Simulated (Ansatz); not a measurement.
Start from `B[SiH2][GeH3]` and change one atom or group to get `B[SiH2]Br`.

Ansatz, PBE0-D4/def2-TZVP geometries, multiplicity 1. 

Scalar relativity is left out up to krypton.

```tsv
property	`B[SiH2][GeH3]`
HOMO–LUMO gap (B3LYP/def2-TZVPP) / eV	5.02
HOMO energy (ωB97M-V/def2-TZVPP) / eV	-9.89
LUMO energy (PBE/def2-TZVPP) / eV	-3.42
size of the dipole moment (ωB97M-V/def2-TZVPP) / D	0.36
HOMO energy (B3LYP/def2-TZVPP) / eV	-7.69
HOMO–LUMO gap (PBE0/def2-TZVPP) / eV	5.41
```

Question: Give the same properties after the change, and the shifts. (Estimate.)

Answer: The calculation gave: 
```csv
property,`B[SiH2]Br`,shift
HOMO–LUMO gap (B3LYP/def2-TZVPP) / eV,4.80,-0.22
HOMO energy (ωB97M-V/def2-TZVPP) / eV,-10.20,-0.31
LUMO energy (PBE/def2-TZVPP) / eV,-3.81,-0.39
size of the dipole moment (ωB97M-V/def2-TZVPP) / D,1.68,1.32
HOMO energy (B3LYP/def2-TZVPP) / eV,-7.81,-0.12
HOMO–LUMO gap (PBE0/def2-TZVPP) / eV,5.24,-0.17
```

With PBE0 the HOMO falls by 0.15 eV and the LUMO falls by 0.32 eV, so the gap narrows by about 0.17 eV. PBE moves the HOMO by 0.03 eV and ωB97M-V by -0.31 eV. The zero-point energy changes by -59.0 kJ/mol with -9 modes. Dipoles are sizes alone; their direction can turn.

B3LYP here is the variant with VWN-RPA as its local correlation; programs differ in this.

Spin–orbit coupling is left out; it splits and shifts lone-pair levels of the heavy atoms by tenths of an eV.
